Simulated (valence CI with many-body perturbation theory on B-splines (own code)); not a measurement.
E1 line list for F V

Computed by valence CI with perturbative core correlation (CI+MBPT): three valence electrons over a frozen Dirac-Fock core [He], radial functions for each j: 11 s, 11 p, 10 d, 8 f, 5 g, 2 h, with the one-electron correlation potential Σ1 (screened to all orders), the two-electron term Σ2, the three-electron term Σ3, Breit, model QED; selected single and double excitations, second order for the rest, scaled by the run's own slope (own B-spline code, finite nucleus).

Set against measurement, 37 paired levels are off by 112 cm⁻¹ on average, the worst by 258. These come from a selection out of Moore, Atomic Energy Levels, vol. I, NSRDS-NBS 35 (1971 reprint of NBS Circular 467, 1949), an old analysis. Levels without a partner in it may be off by more.

Lines 301 to 350 of 596 in falling wavelength, among levels below 859460 cm⁻¹, chosen from the strongest by gf and those to the six lowest levels. Wavelengths and rates use the calculated energies, so an error of 100 cm⁻¹ moves a line at 65.69 nm by 0.066 % and its rate by three times that or more. Electric multipoles are in the length gauge, E1 and E2 with the static RPA response of the core. Weak lines are less certain than strong ones. Lines between different terms over intervals too small for the method are left out, as are lines whose strength nearly cancels. Where a level lies close to another of its J and parity, the split of strength between their lines is uncertain. The highest levels of a list are the least certain.

Names give the largest LS component (configuration and term), which can be under half, so a name can repeat, a term be missing and a line seem to break the LS rules; names also repeat where a configuration has a term twice. Letters in brackets count levels of one name in rising energy.

| λ vac (nm) | λ from measured levels | Upper | Lower | A (s⁻¹) | S (a.u.) |
| --- | --- | --- | --- | --- | --- |
| 65.97 |  | 2s2p4f ⁴D_7/2 | 2s2p3d ⁴F°_9/2 | 4.66e+08 | 5.28e-01 |
| 65.93 |  | 2s2p4s ⁴P°_3/2 | 2s2p3p ⁴D_3/2 | 8.47e+08 | 4.79e-01 |
| 65.85 |  | 2s2p4s ⁴P°_5/2 | 2s2p3p ⁴D_5/2 | 4.66e+08 | 3.94e-01 |
| 65.69 | 65.73 | 2s2p² ²D_5/2 | 2s²2p ²P°_3/2 | 9.22e+08 | 7.74e-01 |
| 65.68 | 65.72 | 2s2p² ²D_3/2 | 2s²2p ²P°_3/2 | 1.48e+08 | 8.26e-02 |
| 65.36 | 65.40 | 2s2p² ²D_3/2 | 2s²2p ²P°_1/2 | 7.89e+08 | 4.35e-01 |
| 65.20 |  | 2p²3p ²S°_1/2 | 2s2p3p ²P_3/2 [a] | 2.45e+09 | 6.69e-01 |
| 65.07 | 65.08 | 2p²3d ²P_3/2 | 2s2p3d ²D°_5/2 [a] | 1.53e+09 | 8.30e-01 |
| 64.85 | 64.87 | 2p²3d ²P_1/2 | 2s2p3d ²D°_3/2 [a] | 1.70e+09 | 4.57e-01 |
| 64.79 |  | 2p³ ²D°_5/2 | 2s2p² ²D_5/2 | 1.79e+09 | 1.44e+00 |
| 64.78 |  | 2p³ ²D°_3/2 | 2s2p² ²D_3/2 | 1.70e+09 | 9.14e-01 |
| 64.77 |  | 2p³ ²D°_3/2 | 2s2p² ²D_5/2 | 2.07e+08 | 1.11e-01 |
| 64.46 |  | 2p²3d ⁴D_3/2 | 2s2p3d ⁴P°_1/2 | 1.99e+09 | 1.05e+00 |
| 64.46 |  | 2p²3d ⁴D_1/2 | 2s2p3d ⁴P°_1/2 | 4.37e+09 | 1.15e+00 |
| 64.42 |  | 2p²3d ⁴D_5/2 | 2s2p3d ⁴P°_3/2 | 3.22e+09 | 2.55e+00 |
| 64.41 |  | 2p²3d ⁴D_3/2 | 2s2p3d ⁴P°_3/2 | 2.95e+09 | 1.55e+00 |
| 64.41 |  | 2s2p4f ⁴G_9/2 | 2s2p3d ⁴F°_9/2 | 6.89e+08 | 9.09e-01 |
| 64.38 |  | 2s2p4f ⁴G_7/2 | 2s2p3d ⁴F°_7/2 | 1.09e+09 | 1.15e+00 |
| 64.34 |  | 2p²3d ⁴D_7/2 | 2s2p3d ⁴P°_5/2 | 4.68e+09 | 4.92e+00 |
| 64.34 |  | 2p²3d ⁴D_5/2 | 2s2p3d ⁴P°_5/2 | 1.78e+09 | 1.40e+00 |
| 64.33 |  | 2s2p4f ⁴G_5/2 | 2s2p3d ⁴F°_5/2 | 1.30e+09 | 1.02e+00 |
| 64.29 |  | 2s2p4f ⁴G_7/2 | 2s2p3d ⁴F°_5/2 | 7.48e+09 | 7.85e+00 |
| 64.29 |  | 2s2p4f ⁴G_9/2 | 2s2p3d ⁴F°_7/2 | 8.45e+09 | 1.11e+01 |
| 64.28 |  | 2s2p4f ⁴G_11/2 | 2s2p3d ⁴F°_9/2 | 9.83e+09 | 1.55e+01 |
| 64.27 |  | 2s2p4f ⁴G_5/2 | 2s2p3d ⁴F°_3/2 | 8.47e+09 | 6.66e+00 |
| 64.12 |  | 2s2p4f ²G_7/2 | 2s2p3d ⁴F°_5/2 | 1.05e+09 | 1.09e+00 |
| 64.04 |  | 2s2p4f ²G_9/2 | 2s2p3d ⁴F°_7/2 | 6.16e+08 | 7.98e-01 |
| 63.88 |  | 2s2p4f ⁴F_3/2 [b] | 2s2p3d ⁴D°_3/2 | 1.79e+09 | 9.23e-01 |
| 63.88 |  | 2p²3d ⁴F_5/2 | 2s2p3d ⁴D°_5/2 | 1.55e+09 | 1.20e+00 |
| 63.88 |  | 2p²3d ⁴F_7/2 | 2s2p3d ⁴D°_7/2 | 8.98e+08 | 9.24e-01 |
| 63.86 |  | 2s2p4f ⁴F_3/2 [b] | 2s2p3d ⁴D°_1/2 | 4.48e+09 | 2.30e+00 |
| 63.84 |  | 2p²3d ⁴F_5/2 | 2s2p3d ⁴D°_3/2 | 4.73e+09 | 3.64e+00 |
| 63.82 |  | 2p²3d ⁴F_7/2 | 2s2p3d ⁴D°_5/2 | 5.35e+09 | 5.49e+00 |
| 63.80 |  | 2p²3d ⁴F_9/2 | 2s2p3d ⁴D°_7/2 | 6.13e+09 | 7.86e+00 |
| 63.43 |  | 2p²3p ⁴P°_3/2 | 2s2p3p ⁴S_3/2 | 1.35e+09 | 6.79e-01 |
| 63.38 |  | 2p²3s ²P_1/2 | 2s2p3s ²P°_3/2 [a] | 1.68e+09 | 4.22e-01 |
| 63.33 |  | 2p²3p ⁴P°_5/2 | 2s2p3p ⁴S_3/2 | 1.35e+09 | 1.02e+00 |
| 63.23 |  | 2p²3p ⁴D°_3/2 | 2s2p3p ⁴D_5/2 | 8.52e+08 | 4.25e-01 |
| 63.19 |  | 2p²3s ²P_3/2 | 2s2p3s ²P°_3/2 [a] | 4.22e+09 | 2.10e+00 |
| 63.18 |  | 2p²3s ²P_1/2 | 2s2p3s ²P°_1/2 [a] | 3.40e+09 | 8.45e-01 |
| 63.15 |  | 2p²3p ⁴D°_7/2 | 2s2p3p ⁴D_7/2 | 2.14e+09 | 2.13e+00 |
| 63.13 |  | 2p²3p ⁴D°_3/2 | 2s2p3p ⁴D_3/2 | 9.87e+08 | 4.90e-01 |
| 63.13 |  | 2p²3p ⁴D°_5/2 | 2s2p3p ⁴D_5/2 | 1.43e+09 | 1.06e+00 |
| 63.03 |  | 2p²3p ⁴D°_5/2 | 2s2p3p ⁴D_3/2 | 5.97e+08 | 4.43e-01 |
| 62.99 |  | 2p²3s ²P_3/2 | 2s2p3s ²P°_1/2 [a] | 8.69e+08 | 4.29e-01 |
| 62.99 |  | 2p²3p ⁴D°_7/2 | 2s2p3p ⁴D_5/2 | 3.78e+08 | 3.73e-01 |
| 62.98 |  | 2s2p4s ²P°_3/2 | 2s2p3p ²P_3/2 [a] | 1.11e+09 | 5.49e-01 |
| 62.68 |  | 2p²3d ²F_5/2 | 2s2p3d ²D°_3/2 [a] | 3.47e+09 | 2.53e+00 |
| 62.54 |  | 2p²3d ²F_7/2 | 2s2p3d ²D°_5/2 [a] | 3.51e+09 | 3.39e+00 |
| 62.42 |  | 2s2p4d ²P°_3/2 | 2s2p3p ²S_1/2 [a] | 1.65e+09 | 7.92e-01 |
